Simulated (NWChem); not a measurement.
A series in which one site is exchanged, each optimised at PBE0/def2-SVP with NWChem, gas phase unless a solvent is named. All stand in one matching conformer (torsions within 35°), which need not be the lowest. This build's default masses of Se (78.918 u) and Br (79.917 u) are each other's, which moves their modes by up to 0.6 %. Some are not confirmed as minima by frequencies. def2 effective core potentials on I; no spin-orbit coupling.

A: [O]([Mg][Cl])[SiH3] (MgSiH₃OCl; site = Cl)
B: [MgH][O][SiH3] (MgSiH4O; site = H)
C: [I][Mg][O][SiH3] (MgSiH3OI; site = I)
D: [SiH3][O][Mg][Br] (MgSiH₃OBr; site = Br)

Values for A:

- dipole (D), PBE0/def2-SVP: 0.26
- orbital gap (eV), PBE0/def2-SVP: 6.57
- static polarisability, PBE/def2-SVPD (bohr³): 68.7
- lowest singlet excitation, PBE/def2-SVPD, TDA (eV): 4.47

How do these values change for the other members?


| change from A | B | C | D |
|---|---|---|---|
| dipole (D), PBE0/def2-SVP | +1.08 | -0.07 | -0.16 |
| orbital gap (eV), PBE0/def2-SVP | +0.57 | -0.55 | -0.05 |
| static polarisability, PBE/def2-SVPD (bohr³) | -7.2 | +25.9 | +9.6 |
| lowest singlet excitation, PBE/def2-SVPD, TDA (eV) | +0.54 | -0.23 | -0.05 |
